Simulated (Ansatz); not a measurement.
F2H6N2SSi2, SMILES `N[SiH2]S[Si](N)(F)F` at its PBE0-D4/def2-TZVP geometry, where that method's forces vanish. The species carries charge 0 and has multiplicity 1.

```xyz
13

N     2.5032    0.0158   -0.1745
Si    1.3676    1.1306   -0.7842
S    -0.4441    1.4429    0.3764
Si   -1.4053   -0.3759   -0.0092
N    -2.3710   -0.8104    1.2929
F    -0.2858   -1.4537   -0.3922
F    -2.3394   -0.3604   -1.2910
H     2.2712   -0.9655   -0.1880
H     3.0495    0.2501    0.6390
H     1.9810    2.4780   -0.7744
H     0.9569    0.6981   -2.1371
H    -3.1905   -1.3847    1.1951
H    -2.0934   -0.6650    2.2472
```

Task: What forces (eV/Å) does ωB97M-V/def2-TZVPP give on these atoms in the Gaussian-basis code of Ansatz? (An estimate is asked.)

Result: The calculation gave: 
```
N1  -0.001 -0.037  0.043
Si2 -0.006  0.141 -0.190
S3   0.009  0.006  0.007
Si4  0.008  0.104  0.087
N5  -0.042 -0.026  0.057
F6   0.137 -0.079 -0.030
F7  -0.087  0.015 -0.127
H8   0.020  0.013  0.008
H9  -0.005 -0.020 -0.018
H10 -0.070 -0.158 -0.002
H11  0.038  0.043  0.156
H12  0.018  0.007  0.017
H13 -0.018 -0.008 -0.007
```
